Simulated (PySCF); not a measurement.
Two species compared at the same levels of theory.

First species: C₃H₄F₄O.
SMILES: `CO[C@@H](F)C(F)(F)F`

Second species: C7H6O.
Numbering: `[CH3:1][C:2]#[C:3][c:4]1[cH:5][cH:6][cH:7][o:8]1` (hydrogens: H9, H10, H11 on C1; H12 on C5; H13 on C6; H14 on C7)

Levels: CAM-B3LYP/def2-SVPD for dipole moment, HOMO energy, LUMO energy, HOMO–LUMO gap, static isotropic polarisability and electronic spatial extent ⟨r²⟩ about the centre of nuclear charge; TDDFT CAM-B3LYP/def2-SVPD for lowest singlet excitation; TDA CAM-B3LYP/def2-SVPD for lowest triplet excitation (Tamm–Dancoff); GFN2-xTB for rotational constant A and rotational constant C. Geometries: GFN2-xTB. Each species is one conformer at its optimised geometry, gas phase, non-relativistic unless stated. Electronic properties by PySCF.

The conformers computed, where there is a choice (atom-mapped SMILES and torsion angles):
- `[CH3:1][O:2][C@@H:3]([F:4])[C:5]([F:6])([F:7])[F:8]`: C1–O2–C3–F4 69°, O2–C3–C5–F6 62°

Values for the first species:

```
Dipole moment                                                     : 3.37 D
HOMO energy                                                       : -10.72 eV
LUMO energy                                                       : 1.08 eV
HOMO–LUMO gap                                                     : 11.80 eV
Lowest singlet excitation                                         : 8.57 eV
Lowest triplet excitation (Tamm–Dancoff)                          : 8.29 eV
Static isotropic polarisability                                   : 46.5 au
Electronic spatial extent ⟨r²⟩ about the centre of nuclear charge : 916 bohr²
Rotational constant A                                             : 3.334 GHz
Rotational constant C                                             : 1.302 GHz
```

(1) Estimate the same properties for the second species, and the change in each.

## Answers

(1) 
```json
{"property": "dipole moment", "first": "3.37 D", "second": "0.80 D", "second less first": "-2.57 D"}
{"property": "HOMO energy", "first": "-10.72 eV", "second": "-7.33 eV", "second less first": "+3.39 eV"}
{"property": "LUMO energy", "first": "1.08 eV", "second": "0.54 eV", "second less first": "-0.54 eV"}
{"property": "HOMO–LUMO gap", "first": "11.80 eV", "second": "7.87 eV", "second less first": "-3.93 eV"}
{"property": "lowest singlet excitation", "first": "8.57 eV", "second": "5.17 eV", "second less first": "-3.40 eV"}
{"property": "lowest triplet excitation (Tamm–Dancoff)", "first": "8.29 eV", "second": "3.32 eV", "second less first": "-4.97 eV"}
{"property": "static isotropic polarisability", "first": "46.5 au", "second": "88.8 au", "second less first": "+42.3 au"}
{"property": "electronic spatial extent ⟨r²⟩ about the centre of nuclear charge", "first": "916 bohr²", "second": "1220 bohr²", "second less first": "+304 bohr²"}
{"property": "rotational constant A", "first": "3.334 GHz", "second": "8.812 GHz", "second less first": "+5.478 GHz"}
{"property": "rotational constant C", "first": "1.302 GHz", "second": "0.926 GHz", "second less first": "-0.376 GHz"}
```

On the first: S1 lies 3.23 eV below the HOMO–LUMO gap; its leading configuration is HOMO→LUMO, weight 0.87. The principal polarisabilities are 42.8, 43.8 and 52.8 au; their mean is the isotropic value.

On the second: In atomic units the dipole is 0.31 e·bohr (1 au = 2.5417 D). S1 lies 2.70 eV below the HOMO–LUMO gap; its leading configuration is HOMO→LUMO, weight 0.93.
